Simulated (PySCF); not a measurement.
# Stretching SrBe⁺

Set-up: basis Sr def2-SVP with ECP28, Be def2-SVP; scalar-relativistic core potentials; PySCF 2.14. Energies in eV from Sr⁺ + Be in their ground configurations at the same level. All curves are PBE0. state 1: ²Σ⁺ (doublet), unpaired electrons σ ↑; state 2: doublet, unpaired electrons π ↑, a second solution, started from another occupation; state 3: ⁴Π (quartet), unpaired electrons σ ↑↑, π ↑, a second solution, started from another occupation.

```csv
R (Å),state 1,state 2,state 3
2.778,-0.3452,0.0869,1.9029
2.907,-0.4910,0.1431,1.8357
3.036,-0.5692,0.2442,1.8114
3.133,-0.5955,0.3380,1.8132
3.230,-0.6015,0.4400,1.8269
3.327,-0.5926,0.5448,1.8484
3.456,-0.5647,0.6821,1.8838
3.618,-0.5147,0.8410,1.9310
3.811,-0.4456,1.0045,1.9839
4.070,-0.3551,1.1721,2.0424
```

Task: Put a parabola through the three lowest points of the state 1 curve and estimate Re, k and ωe (reduced mass 8.174 u; 1 eV/Å² = 0.16022 mdyn/Å; ωe = 1302.8·√(k/μ) cm⁻¹).

Result: Through R = 3.133, 3.23, 3.327 Å the second-order coefficient is 0.792 eV/Å², so Re ≈ 3.221 Å, k ≈ 0.254 mdyn/Å and ωe ≈ 230 cm⁻¹. A polynomial fit of higher order to the unrounded PBE0 energies gives Re = 3.216 Å, k = 0.266 mdyn/Å, ωe = 235 cm⁻¹; anharmonicity and rounding make the difference.

The higher-order fit for each curve: state 1: Re = 3.216 Å, ωe = 235 cm⁻¹, De = 0.60 eV; state 3: Re = 3.071 Å, ωe = 228 cm⁻¹, minimum 1.81 eV above the ground-state fragments. State 2 gave no clean fit.

Spin–orbit coupling is left out. For an ion De counts to the pair picked by the measured ionisation energies or electron affinities, which need not be the lowest pair at this level. The state was picked by a PBE0 search and need not be the measured ground state.
